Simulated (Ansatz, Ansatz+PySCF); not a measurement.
```yaml
atoms:
  - { symbol: H, position_ang: [0.0000, 0.0000, -2.3750] }
  - { symbol: H, position_ang: [0.0000, 0.0000, -1.4250] }
  - { symbol: H, position_ang: [0.0000, 0.0000, -0.4750] }
  - { symbol: H, position_ang: [0.0000, 0.0000, 0.4750] }
  - { symbol: H, position_ang: [0.0000, 0.0000, 1.4250] }
  - { symbol: H, position_ang: [0.0000, 0.0000, 2.3750] }
```

Basis set: 6-31G (spherical functions). All electrons are correlated. Charge 0, multiplicity 1.

Computed with Ansatz (development build ahead of 0.2.0); each method stands on the lowest determinant of its kind that the runs found. Restricted open shells among the atoms or ions are ROHF, correlated in semicanonical orbitals with singles.

**Question.** Give the atomization energy at this shape (free ground-state atoms in the same class of orbitals less the molecule, no zero-point energy) of singlet H₆ by RHF-MP2, RHF.

**Answer.**

| method | atomization energy |
| --- | --- |
| RHF-MP2 | 821.0 kJ/mol |
| RHF | 647.2 kJ/mol |

Caution: stretched shape with no unrestricted run beside it, a lower state can exist. Caution for RHF-MP2: bonds are stretched, where a single reference can fail.

This basis has no polarisation functions and is too small for such energies, which can lie far from measured ones in either direction.
